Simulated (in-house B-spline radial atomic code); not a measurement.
Values are calculated unless marked as measured or tabulated.
**Si in an electron gas of r_s = 2.07: phase shifts, screening, friction and resistivity**

A nucleus sits in a uniform electron gas with a rigid positive background. The Kohn-Sham equations are solved self-consistently in the spin-unpolarised LDA (PW92), non-relativistic, on B-splines with outgoing waves at the boundary and partial waves to l = 8. The model has no lattice, no bands and no magnetic solution. Atomic units; δ_l are the phase shifts at the Fermi level, counted so that each bound state adds π, and good to about 0.0005.

The density parameter is r_s = 2.07 bohr, near that of the valence electrons of Al (3 per atom, density 2.7 g/cm³, mass 26.98 u, which gives r_s = 2.07).

```csv
l,δ_l (rad)
0,6.9539
1,4.2988
2,0.3580
3,0.0390
4,0.0068
5,0.0014
6,0.0003
7,0.0002
8,0.0001
```

Bound levels below the band bottom (hartree): s -64.6, s -4.554, p -2.989, s -0.05579.

Question: Check the Friedel sum rule, and say where the screening charge sits.

Answer: k_F = (9π/4)^(1/3)/r_s = 0.92713. The rule is Z = (2/π) Σ (2l + 1) δ_l. The terms are s 4.427, p 8.210, d 1.140, f 0.174 and 0.054 beyond, in all 14.005 against Z = 14. Bound states hold 6 s, 6 p, 0 d electrons, so the scattering states carry 2.00 in all; where a term is smaller than its bound count, the bound level has drawn weight out of the band.

Question: Find the transport cross section and the electronic stopping of a 10 keV Si ion (mass 28.09 u).

Answer: σ_tr = (4π/k_F²) Σ (l + 1) sin²(δ_l − δ_(l+1)). The terms for l = 0 to 3 are 0.2186, 1.0276, 0.2951, 0.0041, all together 1.5456, so σ_tr = 14.619 × 1.5456 = 22.595 bohr². With n = 3/(4π r_s³) = 0.02692, the friction coefficient is Q = n k_F σ_tr = 0.5638. For v well below v_F = 0.927, dE/dx = Q v; with 24801 eV per u at v = 1, v = √(10000/(24801 × 28.09)) = 0.1198, so dE/dx = 0.06755 hartree/bohr = 34.7 eV/nm. The largest term couples the p and d waves.

Question: What residual resistivity would 1 atomic per cent of such centres give in Al?

Answer: Δρ = k_F n_i σ_tr/n in atomic units of 21.74 μΩ·cm. With one host atom per 3 electrons, n_i/n = 0.01/3, so Δρ = 0.9271 × 0.00333 × 22.595 × 21.74 = 1.52 μΩ·cm. This is an atom added to the gas, as on an interstitial site.

Question: On a substitutional site the background of one host ion, a sphere holding 3 charges, is taken out. The phase shifts for l = 0 to 4 become 6.6514, 3.6681, -0.0110, -0.0314, -0.0085. What follows?

Answer: The Friedel sum is now 11.00, for Z − 3 = 11. The sum in σ_tr is 0.5527, so σ_tr = 8.08 bohr² and Δρ = 0.54 μΩ·cm per atomic per cent, 0.36 times the value above. A real host ion scatters too, so this model doesn't give zero even for the host's own atom.
